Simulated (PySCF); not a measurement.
2-bromobut-1-en-3-yne (C4H3Br), SMILES C=C(C#C)Br. Heavy atoms are numbered as in [CH:1]#[C:2][C:3](=[CH2:4])[Br:5]. Hydrogens are named by the atom that carries them.

Geometry: B3LYP-D3(BJ)/def2-SVP.

Method: M06-2X/def2-TZVP (PySCF).

Atomic charges (e), one atom of each kind:

```json
[
 {"atom": "C1 (CH)", "Mulliken": "-0.08", "Löwdin": "-0.05", "IAO": "-0.20"},
 {"atom": "C2", "Mulliken": "0.00", "Löwdin": "-0.12", "IAO": "-0.03"},
 {"atom": "C3", "Mulliken": "-0.08", "Löwdin": "-0.42", "IAO": "-0.05"},
 {"atom": "C4 (CH2)", "Mulliken": "-0.29", "Löwdin": "-0.16", "IAO": "-0.28"},
 {"atom": "Br5", "Mulliken": "-0.08", "Löwdin": "0.35", "IAO": "0.01"},
 {"atom": "H on C1", "Mulliken": "0.22", "Löwdin": "0.13", "IAO": "0.21"},
 {"atom": "H on C4", "Mulliken": "0.16", "Löwdin": "0.14", "IAO": "0.17"}
]
```

Computed Mayer and Wiberg (Löwdin basis) orders of the bonds:
```
bond    Mayer  Wiberg
------  -----  ------
C1–C2    2.93    2.88
C2–C3    1.10    1.33
C3–C4    1.79    2.05
C3–Br5   1.18    1.49
```
